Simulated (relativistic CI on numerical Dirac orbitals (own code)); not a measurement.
What each ingredient does to the levels of Ga⁵⁺

Base calculation: Dirac-Coulomb-Breit CI, orbitals from a KLI potential per configuration, a model potential for QED, valence Slater integrals scaled by 0.85, P86 correlation energy added to each configuration.

Configurations in the expansion (outside the closed core [Ne]): 3s²3p⁶3d⁸, 3s²3p⁶3d⁷4s, 3s²3p⁶3d⁷4p, 3s²3p⁵3d⁹, 3s²3p⁶3d⁷4d, 3s²3p⁶3d⁷5s, 3s²3p⁶3d⁷5p, 3s²3p⁴3d¹⁰, 3s²3p⁶3d⁷4f, 3s²3p⁶3d⁶4s², 3s3p⁶3d⁹, 3s²3p⁶3d⁷5d, 3s²3p⁶3d⁷6s, 3s²3p⁶3d⁷6p, 3s²3p⁶3d⁷5f, 3s²3p⁶3d⁷5g, 3s²3p⁶3d⁶4s4p, 3s²3p⁶3d⁷6d, 3s²3p⁶3d⁶4p², 3s²3p⁶3d⁶4s4d, 3s²3p⁵3d⁸4s, 3s²3p⁶3d⁶4p4d. Levels of other configurations are missing.

Variants: (1) Slater integrals left unscaled; (2) self-excluded LDA correlation estimate; (3) QED terms removed; (4) one mean potential for all configurations. Shifts of the energy above 3s²3p⁶3d⁸ ³F4, in cm⁻¹, for the lowest level and the first level of each name with at least 55 % of one term (blank where a level changes its place among those of its configuration and J or its character, or is not in the variant):

```tsv
Level	Base	Δ(1)	Δ(2)	Δ(3)	Δ(4)	Measured
3s²3p⁶3d⁸ ³F4	0.0	0.0	0.0	0.0	0.0	0.0
3s²3p⁶3d⁸ ³F3	3136.0	0.0	0.0	-11.9	-74.3	3193.3
3s²3p⁶3d⁸ ³F2	5028.9	+61.0	0.0	-17.2	-111.8	5164.0
3s²3p⁶3d⁸ ¹D2	18520.2	+2538.4	-1.8	-3.8	-174.8	20531.6
3s²3p⁶3d⁸ ³P2	23809.8	+3249.9	+0.3	-13.9	-265.9	25683.2
3s²3p⁶3d⁸ ³P1	24348.1	+3446.8	+1.1	-12.0	-262.4	26123.7
3s²3p⁶3d⁸ ³P0	24787.1	+3491.8	+1.1	-12.4	-268.4	26607.4
3s²3p⁶3d⁸ ¹G4	32383.8	+5277.2	0.0	-9.5	-246.0	34249.4
3s²3p⁶3d⁸ ¹S0	69453.3	+10184.0	-2.7	-11.4	-651.0	78106.2
3s²3p⁶3d⁷4s ⁵F5	293283.4	-3472.2	-570.8	-196.2	-641.6	290618.2
3s²3p⁶3d⁷4s ⁵F4	295388.4	-3460.2	-570.7	-203.6	-607.0	292766.3
3s²3p⁶3d⁷4s ⁵F3	297071.4	-3463.6	-570.7	-209.9	-580.7	294471.9
3s²3p⁶3d⁷4s ⁵F2	298275.6	-3455.2	-570.7	-214.1	-563.7	295691.7
3s²3p⁶3d⁷4s ⁵F1	299049.4	-3445.0	-570.7	-216.7	-553.4	296472.6
```

At this charge configurations can still be misplaced by up to about 7 % of their energy. 64 of the 69 excited levels that our extract of the measured tables holds in this range could be paired (the sources list more); they are missed by 1525 cm⁻¹ on average and 8653 at most, and levels without a partner can miss by more.

Measured levels: Shirai, Reader, Kramida and Sugar, J. Phys. Chem. Ref. Data 36, 509 (2007).

Ionisation energy from the two ground configurations alone: base 112.397 eV; Slater integrals left unscaled 112.039 eV; self-excluded LDA correlation estimate 112.963 eV. The NIST ASD value (theoretical) is 112.7 eV.

LS names give the leading component of a level, which can be under half, so a name can repeat, a term be missing and a line seem to break the LS rules.
